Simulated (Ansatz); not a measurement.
The cluster Fe₂Co. The state is a octet with charge 0. Geometry PBE0-D4/def2-TZVP.

Cartesian coordinates in Å:
```
Fe 0.970 0.436 -0.955
Fe -0.025 0.364 1.391
Co -0.945 -0.800 -0.436
```

At PBE-D4/def2-SVP, PBE-D4/def2-TZVP, PBE0-D4/def2-SVP, r2SCAN0-D4/def2-TZVP and others the charge 0 octet is spin-contaminated (final ⟨S²⟩ up to 17.53, 15.75 for a pure state). The geometry of the octet was relaxed on an unsound state (⟨S²⟩ 16.90, where a pure state has 15.75). The order of the spin states hangs on the level: the quartet lies 0.09 eV below the octet at r2SCAN0-D4/def2-TZVP, but 0.82 eV above it at PBE-D4/def2-TZVP. The octet is doubtful at r2SCAN0-D4/def2-TZVP (⟨S²⟩ 17.00, where a pure state has 15.75). The quartet is doubtful at r2SCAN0-D4/def2-TZVP (⟨S²⟩ 7.18, where a pure state has 3.75). The octet is doubtful at PBE-D4/def2-TZVP (⟨S²⟩ 16.72, where a pure state has 15.75). The quartet is doubtful at PBE-D4/def2-TZVP (⟨S²⟩ 6.81, where a pure state has 3.75). The structure comes from a short search, and lower isomers may exist.

Question: Estimate the α-spin orbital energies around the gap (eV) in Ansatz with PBE-D4/def2-SVP, PBE-D4/def2-TZVP, PBE0-D4/def2-SVP, r2SCAN0-D4/def2-TZVP, BHLYP-D4/def2-TZVP.

Answer: 
```
orbital  PBE-D4/def2-SVP  PBE-D4/def2-TZVP  PBE0-D4/def2-SVP  r2SCAN0-D4/def2-TZVP  BHLYP-D4/def2-TZVP
 HOMO−5            -4.91             -5.28             -7.25                 -7.23               -8.74
 HOMO−4            -4.78             -5.06             -7.18                 -7.07               -8.65
 HOMO−3            -4.64             -5.06             -6.74                 -7.04               -8.44
 HOMO−2            -4.42             -4.78             -6.70                 -6.92               -8.26
 HOMO−1            -4.26             -4.63             -6.48                 -6.65               -8.00
   HOMO            -4.15             -4.57             -6.41                 -6.44               -6.89
   LUMO            -3.17             -3.28             -2.58                 -2.24               -1.61
 LUMO+1            -3.00             -3.11             -2.22                 -2.10               -1.40
 LUMO+2            -0.59             -0.71              0.03                  0.28                0.84
 LUMO+3            -0.38             -0.59              0.14                  0.29                1.21
 LUMO+4             0.87              0.18              1.75                  1.19                1.91
 LUMO+5             0.92              0.27              1.78                  1.33                2.04
 β HOMO            -2.99             -3.17             -4.02                 -3.87               -4.02
 β LUMO            -2.59             -2.90             -1.22                 -1.89               -1.33
```
